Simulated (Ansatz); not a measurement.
Consider the homolysis of the Al–Ge bond: `[F][AlH][GeH3]` → `[F][AlH]`• + `[GeH3]`•.

Computed with Ansatz on PBE0-D4/def2-TZVP structures; ΔE is electronic, products minus reactants. CCSD(T)/CBS is the MP2 limit (def2-TZVPP, def2-QZVPP) plus CCSD(T) − MP2 in def2-TZVPP, frozen cores. This one scheme is used for every species. Functionals use def2-TZVPP. B3LYP here is the variant with VWN-RPA as its local correlation; programs differ in this. Open shells (•) are unrestricted, without spin–orbit coupling. For Ge outer-core shells are correlated without core-valence functions, which leaves a few kJ/mol of doubt a bond. Scalar relativity is left out up to krypton.

`[F][AlH][GeH3]`:

```xyz
7

F    -2.146   -1.444   -0.247
Al   -0.883   -0.883    0.658
Ge    0.677    0.677   -0.451
H    -0.794   -1.420    2.142
H     1.855   -0.092   -1.080
H     0.005    1.485   -1.574
H     1.285    1.676    0.552
```

`[F][AlH]`•:

Cartesian coordinates in Å:
```
F -0.764 -0.323 -1.151
Al -0.262 -0.296 0.426
H 1.026 0.618 0.725
```

`[GeH3]`•:

Cartesian coordinates in Å:
```
Ge -0.139 -0.106 0.306
H -1.259 -0.129 -0.749
H 0.990 -1.085 -0.061
H 0.407 1.320 0.504
```

Question: What is ΔE at CCSD(T)/CBS? (Best estimate.)

Answer: The calculation gave: +306.4 kJ/mol.

Question: What do these levels give: B3LYP-D4, r2SCAN0-D4, PBE0, MP2/def2-SVP, CCSD(T)/def2-SVP, MP2/def2-TZVPP? (An estimate is asked.)

Answer: The calculation gave: B3LYP-D4 282.4, r2SCAN0-D4 278.5, PBE0 283.0, MP2/def2-SVP 283.9, CCSD(T)/def2-SVP 285.8, MP2/def2-TZVPP 292.5 kJ/mol.

Largest T1 diagnostic among the species: 0.016.

At CCSD(T), def2-SVP lies −20.6 kJ/mol from the extrapolated value and def2-TZVPP −11.1 kJ/mol: correlation converges slowly with the basis, and small sets miss more of it in the bonded molecule than in its fragments. Leaving LDA and LC-ωPBE aside and taking each functional with its dispersion term where it has one, the values, not all of them listed here, spread over 32.0 kJ/mol, from revPBE-D4 to ωB97X-V. LDA lies +41.4 kJ/mol from PBE without D4, its usual overbinding. The D4 term adds +7.2 kJ/mol with B3LYP and +4.0 kJ/mol with PBE0; it sums over pairs of atoms, weighted by their polarisabilities, and B3LYP, whose exchange is more repulsive, gets the larger term.
